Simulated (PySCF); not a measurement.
**Field gradients at the hydrogen positions**

Compound: C8H10O2S.
Atom-mapped SMILES: `[CH3:1][CH2:2][S:3](=[O:4])(=[O:5])[c:6]1[cH:7][cH:8][cH:9][cH:10][cH:11]1` (hydrogens: H12, H13, H14 on C1; H15, H16 on C2; H17 on C7; H18 on C8; H19 on C9; H20 on C10; H21 on C11)

Structure used (GFN2-xTB), in Å, numbered top down from 1:
```
atom  x, y, z in Å
C1     3.456    0.064   -0.186
C2     1.995   -0.013   -0.571
S3     1.011    0.145    0.961
O4     1.232    1.458    1.507
O5     1.290   -0.991    1.798
C6    -0.686    0.035    0.375
C7    -1.286   -1.205    0.275
C8    -2.579   -1.292   -0.214
C9    -3.251   -0.141   -0.597
C10   -2.637    1.098   -0.494
C11   -1.344    1.188   -0.005
H12    3.688   -0.736    0.512
H13    4.099   -0.025   -1.059
H14    3.649    1.015    0.305
H15    1.690    0.803   -1.220
H16    1.730   -0.971   -1.010
H17   -0.738   -2.076    0.599
H18   -3.062   -2.255   -0.294
H19   -4.260   -0.210   -0.974
H20   -3.166    1.991   -0.791
H21   -0.841    2.136    0.105
```

Level: PBE0/pcSseg-1 (PySCF, non-relativistic); Q(2H) = 0.00286 b; rigid geometry, the same for H and D, with no vibrational averaging.

Q: Tabulate Vzz, the asymmetry η and χzz = 234.96 MHz × Q × Vzz for every hydrogen position.

A: 
```
atom  bonded to  bond length (Å)  Vzz (au)     η  χzz (kHz)
 H12         C1            1.087    0.3076  0.03        207
 H13         C1            1.088    0.3148  0.03        212
 H14         C1            1.087    0.3078  0.03        207
 H15         C2            1.086    0.3092  0.04        208
 H16         C2            1.086    0.3094  0.04        208
 H17         C7            1.079    0.3221  0.06        216
 H18         C8            1.080    0.3264  0.06        219
 H19         C9            1.080    0.3253  0.06        219
 H20        C10            1.080    0.3263  0.06        219
 H21        C11            1.079    0.3221  0.06        216
```

Q: How does χzz go with the bond length over the 10 C–H bonds?

A: A straight-line fit has a slope of -11.9 kHz for each 0.01 Å, with a correlation coefficient of -0.91, over lengths from 1.079 to 1.088 Å. The longer bonds have the smaller couplings here.

Isolated species at its GFN2-xTB geometry (one conformer only). GFN2-xTB bond lengths can be off by several hundredths of an ångström, more for odd bonds, and the gradients follow them. A larger basis could move these couplings by a tenth or more.
